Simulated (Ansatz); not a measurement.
`[F][Ga-]1([F])[O]C=CC=[O+]1`. Charge 0, multiplicity 1. The geometry is a stationary point of PBE0-D4/def2-TZVP.

```xyz
11

F    -0.797   -0.864   -2.806
Ga    0.258    0.034   -1.747
F     1.565    0.961   -2.432
O     0.932   -1.117   -0.398
C     0.629   -0.987    0.827
C    -0.205   -0.027    1.386
C    -0.845    0.959    0.647
O    -0.779    1.140   -0.607
H     1.089   -1.722    1.495
H    -0.364   -0.049    2.455
H    -1.482    1.671    1.181
```

(1) What is the dipole moment at ωB97M-V/def2-TZVPP? (Estimate.)

(2) And with PBE, r2SCAN, B3LYP? (Best estimate.)

(3) Give the Mulliken charges with ωB97M-V, PBE, r2SCAN in def2-TZVPP. (Estimate.)

Answers

(1) Ansatz gave: 6.17 D, with components (-0.90, -0.11, 6.10) D in this frame, pointing from negative to positive charge.

(2) Ansatz gave: PBE 5.83 D, r2SCAN 6.02 D, B3LYP 6.19 D.

(3) The calculation gave: 
```tsv
atom	ωB97M-V	PBE	r2SCAN
F1	-0.38	-0.34	-0.38
Ga2	0.81	0.66	0.80
F3	-0.38	-0.34	-0.38
O4	-0.29	-0.20	-0.29
C5	0.18	0.12	0.22
C6	-0.19	-0.14	-0.18
C7	0.18	0.12	0.22
O8	-0.29	-0.20	-0.29
H9	0.12	0.10	0.09
H10	0.11	0.11	0.10
H11	0.12	0.10	0.09
```

B3LYP here is the variant with VWN-RPA as its local correlation; programs differ in this.
